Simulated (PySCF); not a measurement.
Work out the structure from these simulated measurements.

Formula: C3H11ClO2Si2.

| Property | Result |
| --- | --- |
| Rotational structure | rotational constants A, B, C: 1.138, 0.933, 0.553 GHz [GFN2-xTB] |
| NMR, other nuclei | isotropic shieldings of nuclei other than C and H, by class: 264 (1 O), 264 (1 O), 360 (1 Si), 396 (1 Si), 894 (1 Cl) ppm [GIAO PBE0/pcSseg-1] |
| 1H NMR | chemical shifts (computed TMS as zero) by class: 5.45 (1 H), 5.22 (1 H), 5.15 (1 H), 4.72 (3 H), 3.59 (1 H), 3.54 (1 H), 0.38 (3 H) ppm [GIAO PBE0/pcSseg-1] |
| 13C NMR | chemical shifts (computed TMS as zero) by class: 98.9 (1 C), 54.9 (1 C), -3.4 (1 C) ppm [GIAO PBE0/pcSseg-1] |
| Dipole | 1.44 D [PBE0/pcSseg-1] |

The electronic properties come from PySCF, for the isolated species, density fitting. Levels stand in brackets. One conformer (not necessarily the lowest) at the GFN2-xTB geometry, without solvent, vibrations or thermal averaging. NMR classes are plain means over equivalent atoms (diastereotopic ones count apart unless rotation or inversion swaps them), as if these changed places fast.

Question: Propose a structure and show how it fits.

Answer: Numbering: `[CH3:1][SiH2:2][O:3][C@H:4]([CH2:5][Cl:6])[O:7][SiH3:8]`. Its formula, C3H11ClO2Si2, gives 0 degrees of unsaturation, so no ring and no π bond. 3 carbons fall into 3 classes; from least to most shielded: sp3 carbon bearing two oxygens [C4] (98.9 ppm), sp3 C–Cl carbon [C5] (54.9 ppm), Si-methyl carbon [C1] (-3.4 ppm). Hydrogen classes from least to most shielded: 1 H on an oxygen-bound silicon, Si2 (5.45 ppm), 1 H on an sp3 carbon bearing two oxygens, C4 (5.22 ppm), 1 H on an oxygen-bound silicon, Si2 (5.15 ppm), 3 H on an oxygen-bound silicon, Si8 (4.72 ppm), 1 H on an sp3 C–Cl carbon, C5 (3.59 ppm), 1 H on an sp3 C–Cl carbon, C5 (3.54 ppm), 3 H on an Si-methyl carbon, C1 (0.38 ppm, a mean of values up to 0.9 ppm apart in this geometry). The other shieldings belong to: 264 ppm, silyl ether oxygen [O3]; 264 ppm, silyl ether oxygen [O7]; 360 ppm, oxygen-bound silicon [Si2]; 396 ppm, oxygen-bound silicon [Si8]; 894 ppm, alkyl chlorine [Cl6]. The optimised geometry has point group C1 and is an asymmetric top. Structure: `C[SiH2]O[C@H](CCl)O[SiH3]`. Computed isomers that give other values at the same levels: `CC(C)O[SiH2]O[SiH2]Cl` (13C chemical shifts (computed TMS as zero) by class: 70.0 (1 C), 26.7 (2 C) ppm); `CCO[C@@H](O[SiH3])[SiH2]Cl` (13C chemical shifts (computed TMS as zero) by class: 102.2 (1 C), 69.9 (1 C), 17.5 (1 C) ppm); `CC(C)O[Si@@H](O)[SiH2]Cl` (13C chemical shifts (computed TMS as zero) by class: 66.1 (1 C), 28.0 (1 C), 27.4 (1 C) ppm). The assignments are read from this structure; whether some other isomer fits the data as well wasn't checked. The mirror image fits equally.

Conformer computed: `[CH3:1][SiH2:2][O:3][C@H:4]([CH2:5][Cl:6])[O:7][SiH3:8]`: C1–Si2–O3–C4 -170°, Si2–O3–C4–C5 -108°, O3–C4–C5–Cl6 72°, O3–C4–O7–Si8 9°.
